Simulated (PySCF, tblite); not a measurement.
Isomers of C7H14OSi. All values are computed: GFN2-xTB (tblite) harmonic vibrations without scaling, gas phase. This tight-binding method is rough: wavenumbers can miss measured ones by several per cent, in bad cases by 10 to 20. Modes of hydrogen on silicon can be 10 to 20 % off. One conformer each.

Electronic energies: PBE0/pcSseg-1 single points on the GFN2-xTB geometries (PySCF, gas phase).

| SMILES | electronic energy, lowest = 0 (kJ/mol) |
| --- | --- |
| C=C(C)[C@@H]1C[SiH2][C@@H]1OC | 191.5 |
| C=C/C(=C\CO[SiH3])CC | 98.5 |
| CC#CC[SiH2]OCCC | 88.6 |
| C=C(C)[C@@H]1[SiH2][C@@H]1OCC | 234.4 |
| C=CC/C(=C/CC)O[SiH3] | 86.0 |
| CCC(=O)/C=C/[SiH](C)C | 0.0 |

**Question.** How do GFN2-xTB zero-point energies change the relative energies?

**Answer.** 
```tsv
SMILES	ZPE (kJ/mol)	of it from modes above 1550 cm⁻¹	electronic (kJ/mol)	with ZPE, lowest = 0 (kJ/mol)	lowest mode (cm⁻¹)	rings
CCC(=O)/C=C/[SiH](C)C	492.5	268.7	0.0	0.0	17i	0
C=CC/C(=C/CC)O[SiH3]	488.2	260.9	86.0	81.7	22	0
CC#CC[SiH2]OCCC	491.5	255.1	88.6	87.6	15	0
C=C/C(=C\CO[SiH3])CC	487.3	259.2	98.5	93.2	23	0
C=C(C)[C@@H]1C[SiH2][C@@H]1OC	495.5	252.2	191.5	194.4	73	1
C=C(C)[C@@H]1[SiH2][C@@H]1OCC	494.1	254.1	234.4	235.9	56	1
```

The zero-point energies span 8.2 kJ/mol, from `C=C/C(=C\CO[SiH3])CC` to `C=C(C)[C@@H]1C[SiH2][C@@H]1OC`. Slightly imaginary modes are left out of the zero-point energy: `CCC(=O)/C=C/[SiH](C)C` 16.8i cm⁻¹. The order is unchanged.

**Question.** And how do the electronic energies of GFN2-xTB itself compare?

**Answer.** `CCC(=O)/C=C/[SiH](C)C` 177.2; `C=CC/C(=C/CC)O[SiH3]` 0.0; `CC#CC[SiH2]OCCC` 55.1; `C=C/C(=C\CO[SiH3])CC` 26.8; `C=C(C)[C@@H]1C[SiH2][C@@H]1OC` 186.6; `C=C(C)[C@@H]1[SiH2][C@@H]1OCC` 245.2 kJ/mol, lowest = 0. Against the energies above, taken from the same isomer `CCC(=O)/C=C/[SiH](C)C`, the largest difference is 263.2 kJ/mol.
